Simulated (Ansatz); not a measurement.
A run for Ansatz (a program for electronic structure): FCI/6-31G on hydrogen selenide (SMILES [SeH2]), a point of a bond scan (R = 2.206 Å). The run froze 14 orbitals, filled d shells among them.

Ansatz 0.2 input:
```yaml
crystal:
  periodic: [false, false, false]
  atoms:
    - {symbol: Se, position_ang: [0.00006887, 0.05705775, 0.00248776]}
    - {symbol: H, position_ang: [-1.57879857, -1.48186591, -0.05853806]}
    - {symbol: H, position_ang: [1.05016787, -0.97107215, -0.04638768]}
basis:
  gaussian:
    orbitals: 6-31G
magnetization: {spin_polarized: false}
correlation: {method: fci, electrons: outside_noble_gas}
```

### Question
Give the final energy of this run.

### Answer
-2400.6416 hartree.

### Question
How many basis functions does it have, and what does it roughly cost on one machine?

### Answer
31 functions; around 17 core-seconds (rough).
